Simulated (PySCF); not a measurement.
C2H5BF2O, SMILES B(CF)(OC)F. The structure is a stationary point at PBE-D3(BJ)/def2-SVP. The structure was generated by enumeration, and PubChem lists no compound with its InChIKey, so it may never have been made. The values are those of a single conformer.

Question: Give the equilibrium geometry at PBE-D3(BJ)/def2-SVP (PySCF confirms it by a frequency run) as a Z-matrix, and its point group. (The exact figures need the calculation; the answer reports its results.)

Answer: This is not unique; one that fits is point group Cs.
```
B
F 1 1.3433
O 1 1.3549 2 120.99
C 3 1.4239 1 123.16 2 0.00
H 4 1.1088 3 112.04 1 0.00
H 4 1.1090 5 109.16 3 120.87
H 4 1.1090 5 109.16 6 118.25
C 1 1.5863 2 120.94 3 180.00
F 8 1.3890 1 112.67 2 0.00
H 8 1.1165 9 109.50 1 122.37
H 8 1.1165 10 105.53 9 -117.78
```
